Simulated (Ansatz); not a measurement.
Mulliken charges of BBrH4Si (`B[SiH2]Br`) from PBE/def2-TZVPP in Ansatz (PBE0-D4/def2-TZVP geometry).

| atom | x (Å) | y (Å) | z (Å) | charge (e) |
| --- | --- | --- | --- | --- |
| B1 | -0.998 | 0.120 | -0.732 | -0.014 |
| Si2 | 0.637 | 0.041 | 0.424 | 0.214 |
| Br3 | 1.126 | -2.014 | 1.141 | -0.212 |
| H4 | -1.643 | -0.839 | -1.025 | 0.050 |
| H5 | -1.339 | 1.188 | -1.150 | 0.040 |
| H6 | 0.459 | 0.897 | 1.628 | -0.039 |
| H7 | 1.819 | 0.539 | -0.331 | -0.039 |

Q: By hand: the dipole of these point charges (1 e Å = 4.8032 D).

A: Σ q r = (-0.313, 0.384, -0.289) e Å, of length 0.574 e Å = 2.76 D.

Q: How does the dipole of the full density compare? (Estimate.)

A: Ansatz gave: (-0.135, 0.252, -0.140) e Å, 1.53 D; the point charges give 1.80 times that, at 11° from its direction.

Point charges leave out the atoms' own dipoles, such as those of lone pairs, and Mulliken's split depends on the basis, so the two needn't agree.
